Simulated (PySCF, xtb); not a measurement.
toluene (C7H8), SMILES Cc1ccccc1.

Coordinates come from a r2SCAN-D4/def2-SVP optimisation.

Computed with C-PCM-B3LYP/def2-SVP (PySCF).

The values are the electrostatic part of the solvation free energy, E(continuum) − E(gas) at the gas-phase geometry, in a cavity of scaled van der Waals radii (PySCF's table); cavitation and dispersion terms are not included. In vacuum the orbital gap is 6.44 eV. The dipole moment in vacuum is 0.39 D.

Estimate the values in water (ε = 78.36), 2-propanol (ε = 19.26), benzene (ε = 2.27). (Estimate from the structure and the level; the computed values follow.)


| solvent | ε | ΔG(elec) (kcal/mol) | dipole (D) | gap (eV) |
|---|---|---|---|---|
| water | 78.36 | -2.3 | 0.55 | 6.44 |
| 2-propanol | 19.26 | -2.2 | 0.54 | 6.44 |
| benzene | 2.27 | -1.2 | 0.47 | 6.44 |

For comparison, GFN2-xTB/ALPB(water) (xtb, at the GFN2-xTB geometry, all terms of that model) gives -0.7 kcal/mol.
